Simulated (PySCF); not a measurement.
Quadrupolar nuclei of `[BH3-]/C=C\C` in NMR

Species: C3H8B (charge -1).
Geometry (PBE0-D3(BJ)/def2-SVP, Å), atoms numbered from 1 in this order:
```xyz
12
C3H8B angstrom
B      1.7210   -0.6325   -0.3538
C      0.8366    0.6263    0.1246
C     -0.4955    0.7974    0.2476
C     -1.5357   -0.2383   -0.0629
H      1.0482   -1.6349   -0.6713
H      2.4255   -0.2884   -1.3316
H      2.5123   -0.9481    0.5655
H      1.4122    1.5275    0.4103
H     -0.8952    1.7641    0.6025
H     -2.1590   -0.4862    0.8192
H     -2.2405    0.0960   -0.8502
H     -1.0456   -1.1605   -0.4083
```

Computed at PBE0/pcSseg-1 (PySCF, non-relativistic):

```tsv
atom	environment	nucleus	spin I	Q (b)	CQ = χzz (MHz)	η
B1	four-coordinate boron	11B	3/2	0.04059	0.106	0.781
```

Q: Recover the principal values of the field gradient from CQ = 234.96 MHz × Q × Vzz, η = (Vxx − Vyy)/Vzz and a zero trace.

A: Vxx = −Vzz(1 − η)/2 and Vyy = −Vzz(1 + η)/2, in au:

| atom | Vxx (au) | Vyy (au) | Vzz (au) | Vzz (10²¹ V/m²) |
| --- | --- | --- | --- | --- |
| B1 | -0.001 | -0.010 | 0.011 | 0.11 |

Q: PQ = |CQ|√(1 + η²/3), νQ = 3|CQ|/[2I(2I − 1)], ν0 = |g|·7.62259 MHz/T·B with g(11B) = 1.79243: values at 9.4 T?

A: 
```json
{"atom": "B1", "PQ (MHz)": "0.117", "νQ (MHz)": "0.053", "ν0 (MHz)": "128.43", "νQ/ν0": "0.000"}
```

For B1: PQ = 0.106 × 1.0969, νQ = 0.106 × 0.5000, ν0 = 13.6630 MHz/T × 9.4 T.

Q: Second-order quadrupolar shift of the central transition's centre of gravity (half-integer spins, νQ < ν0/10) at 9.4, 14.1 and 18.8 T.

A: From −(3/40)(PQ/ν0)²[I(I + 1) − 3/4]/[I(2I − 1)]², which goes as 1/B² (ppm):

```json
{"site": "11B at B1", "9.4 T": "-0.0206", "14.1 T": "-0.00918", "18.8 T": "-0.00516"}
```

Q: Take a correlation time of 15 ps, isotropic tumbling and extreme narrowing. What quadrupolar relaxation rates and linewidths follow?

A: Rate = (3π²/10) PQ² τc (2I + 3)/[I²(2I − 1)], the same for T1 and T2; width = rate/π.

| site | spin factor (2I + 3)/[I²(2I − 1)] | 1/T1 (s⁻¹) | T1 (ms) | linewidth (Hz) |
| --- | --- | --- | --- | --- |
| 11B at B1 | 1.333 | 0.807 | 1240 | 0.257 |

The couplings are those of the rigid, isolated species; surroundings and motion change them. The pcSseg-1 basis has no diffuse functions, a weakness for an anion. With so small a basis the couplings can be 20 % off.
